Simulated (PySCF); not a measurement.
AlClH₄O₂SSi, SMILES [OH][Al]([OH])[S][SiH2]Cl. Atoms are numbered in the order given.

```xyz
10

Si     1.8220    -0.3534     0.2944
Cl     0.8269     0.1428    -1.5546
S      0.3176    -0.1170     1.7213
Al    -1.1414     0.1292     0.0200
O     -1.8981     1.6333    -0.2164
O     -1.9432    -1.2999    -0.4273
H      2.3227    -1.7344     0.0762
H      2.9504     0.6097     0.3820
H     -1.6129     2.4673     0.1575
H     -2.7397    -1.2980    -0.9606
```
Charge 0, spin multiplicity 1.

Geometry optimised at PBE0-D3(BJ)/def2-SVP. The structure was generated by enumeration; whether it is a known compound was not checked. One conformer was computed; it need not be the lowest.

The numbers are results of PySCF with PBE/def2-TZVP, not measurements.

ESP charges are fitted to the potential on shells at 1.4 to 2.0 van der Waals radii. Atomic charges (e):

```
atom  ESP fit  Löwdin    IAO
----  -------  ------  -----
Si1      0.06   -0.20   0.70
Cl2     -0.05    0.46      ?
S3      -0.21    0.37      ?
Al4      0.75   -0.72   1.07
O5      -0.67   -0.11  -0.81
O6      -0.75   -0.11  -0.82
H7       0.06   -0.03  -0.10
H8       0.03   -0.03  -0.10
H9       0.35    0.18      ?
H10      0.44    0.18      ?
```

Complete the blanks. (Estimate from the structure and the level; the computed values follow.)


- Cl2, IAO: -0.21
- S3, IAO: -0.47
- H9, IAO: 0.37
- H10, IAO: 0.36
